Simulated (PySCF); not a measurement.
A species of formula C6H14Si2 has this rotational fingerprint, computed with PBE0/pcSseg-1 in PySCF (dipole) on a GFN2-xTB geometry, gas phase:

| Quantity | Value |
| --- | --- |
| Rotational constants | A = 2481, B = 675.8, C = 636.8 MHz |
| Dipole components | \|μa\| = 0.33 D, \|μb\| = 0.90 D, \|μc\| = 0.19 D |
| Inertial defect | -157.97 u·Å² |
| κ | -0.96 |

Question: Which structure is it? (One computed conformer of each.)
A. `[CH2:1]=[CH:2][Si@H:3]([SiH2:4][CH3:5])[CH:6]1[CH2:7][CH2:8]1` with C1–C2–Si3–Si4 101°, C2–Si3–Si4–C5 87°, C2–Si3–C6–C7 164°
B. `[SiH3]C#C[SiH2]C(C)(C)C`
C. `[CH:1]#[C:2][SiH2:3][CH2:4][C:5]([CH3:6])([CH3:7])[SiH3:8]` with C2–Si3–C4–C5 -178°, Si3–C4–C5–C6 176°
D. `[CH2:1]=[CH:2][CH2:3]/[C:4](=[CH:5]/[SiH3:6])[CH2:7][SiH3:8]` with C1–C2–C3–C4 -116°, C2–C3–C4–C5 96°, C3–C4–C7–Si8 -84°
E. `[SiH3:1][SiH2:2][C:3]1=[CH:4][CH2:5][CH2:6][CH2:7][CH2:8]1` with Si1–Si2–C3–C4 -115°, C3–C4–C5–C6 15°, C4–C5–C6–C7 -46°, C5–C6–C7–C8 64°, C6–C7–C8–C3 -49°

Answer: C. It is C#C[SiH2]CC(C)(C)[SiH3], a near-prolate asymmetric top, point group C1. The candidates at the same level (rigid rotor, commonest isotopes):

```tsv
SMILES	A (MHz)	B (MHz)	C (MHz)	μa (D)	μb (D)	μc (D)	Δ (u·Å²)	point group	rotor
[SiH3][SiH2]C1=CCCCC1	2844	710.6	644.2	1.25	0.11	0.14	-104.33	C1	near-prolate asymmetric top
C=CC/C(=C/[SiH3])C[SiH3]	1381	922.1	599.8	0.67	0.76	0.17	-71.48	C1	asymmetric top
C=C[Si@H]([SiH2]C)C1CC1	1519	1040	723.0	0.18	0.14	0.02	-119.43	C1	asymmetric top
C#C[SiH2]CC(C)(C)[SiH3]	2481	675.8	636.8	0.33	0.90	0.19	-157.97	C1	near-prolate asymmetric top
CC(C)(C)[SiH2]C#C[SiH3]	2896	551.4	520.8	0.30	0.54	0.00	-120.56	Cs	near-prolate asymmetric top
```

`CC(C)(C)[SiH2]C#C[SiH3]` has B 18 % too low; `C=CC/C(=C/[SiH3])C[SiH3]` has A 44 % too low; `C=C[Si@H]([SiH2]C)C1CC1` has B 54 % too high; `[SiH3][SiH2]C1=CCCCC1` has A 15 % too high. No structure here is proved a minimum.
